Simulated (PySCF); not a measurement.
C₆H₄N₂: calculation and literature

Cartesian coordinates in Å; atom numbers follow the order of the lines, from 1:
```xyz
12

N     3.387    0.378    0.061
C     2.249    0.251    0.040
C     0.841    0.094    0.014
C     0.003    1.210    0.032
C    -1.365    0.990    0.005
N    -1.910   -0.214   -0.039
C    -1.111   -1.267   -0.057
C     0.271   -1.179   -0.031
H     0.412    2.207    0.066
H    -2.061    1.818    0.020
H    -1.606   -2.228   -0.093
H     0.892   -2.061   -0.044
```

Published estimates (parent shift plus substituent increments) and measurements: δ 13C C5/C7 151.9; C4/C8 125.8; C3 120.0; δ 1H H10/H11 8.83; H9/H12 7.57 ppm (estimated from measurements, as parent shift plus tabulated substituent increment; solution, not stated per compound (mostly CDCl3 or CCl4); Pretsch, Buehlmann, Badertscher, Structure Determination of Organic Compounds, 4th ed. (2009)).

Calculated, not measured (PySCF): GFN2-xTB structure, GIAO PBE0/pcSseg-1 shieldings. Relativity neglected, one computed conformer, no solvent, one averaged value for each set of equivalent atoms.

**Question.** How close does the calculation come?

**Answer.** 
Reference values: estimated from measurements, as parent shift plus tabulated substituent increment (solution, not stated per compound (mostly CDCl3 or CCl4); Pretsch, Buehlmann, Badertscher, Structure Determination of Organic Compounds, 4th ed. (2009)).
| atoms | quantity | reference | computed | computed, scaled |
| --- | --- | --- | --- | --- |
| C5/C7 | δ 13C | 151.9 | 156.8 | 150.6 |
| C4/C8 | δ 13C | 125.8 | 131.9 | 126.3 |
| C3 | δ 13C | 120.0 | 125.6 | 120.2 |
| H10/H11 | δ 1H | 8.83 | 9.19 | 8.76 |
| H9/H12 | δ 1H | 7.57 | 7.65 | 7.30 |

Computed shifts are σ(ref) − σ with the named reference compound (TMS for H and C) calculated as an isolated molecule at the same level. The measured values may be among those fitted. Empirical linear scaling, fitted to shifts measured mostly in CDCl3 for H and C (δ vs TMS): 13C: δ = 179.97 − 0.974σ (rms 2.1 ppm, 958 shifts, 2.3 ppm with the 13 outliers that the fit left out); 1H: δ = 30.01 − 0.943σ (rms 0.17 ppm, 504 shifts, 0.18 ppm with the 4 outliers that the fit left out). Occasional misses reach two or three times the rms, and more in compound classes unlike the fitted ones.

**Question.** How far are the unscaled 13C shifts from the references?

**Answer.** Mean signed difference +5.53 ppm, mean absolute 5.53 ppm over 3 comparisons; the largest is +6.1 ppm at C4/C8 (aromatic CH).

**Question.** How far are the unscaled 1H shifts from the references?

**Answer.** Mean signed difference +0.22 ppm, mean absolute 0.22 ppm over 2 comparisons; the largest is +0.36 ppm at H10/H11 (hydrogen on an aromatic CH next to a ring nitrogen).
